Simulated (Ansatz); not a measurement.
`C[SiH2][SiH2]C=N` + `N[SiH2]OP` → `C[SiH2]OP` + `N=C[SiH2][SiH2]N`  (redistribution)

Calculated with Ansatz (gas phase, PBE0-D4/def2-TZVP geometries, no zero-point term in ΔE). CCSD(T)/CBS adds triple-zeta CCSD(T) − MP2 to the extrapolated MP2 energy (def2 sets, frozen cores). DFT in def2-TZVPP. Each species was taken in one conformer, which may not be the lowest.

```tsv
level	ΔE (kJ/mol)	difference from CCSD(T)/CBS
r2SCAN-D4	17.5	0.7
PBE0-D4	16.8	0.0
ωB97X-V	16.5	-0.3
B2PLYP	16.9	0.1
PBE	17.3	0.5
r2SCAN	17.6	0.8
PBE0	17.3	0.5
CCSD/def2-TZVPP	17.3	0.5
MP2/def2-QZVPP	17.3	0.5
HF/CBS(def2)	16.9	0.1
CCSD(T)/CBS	16.8	0
```

Largest T1 diagnostic among the species: 0.013.
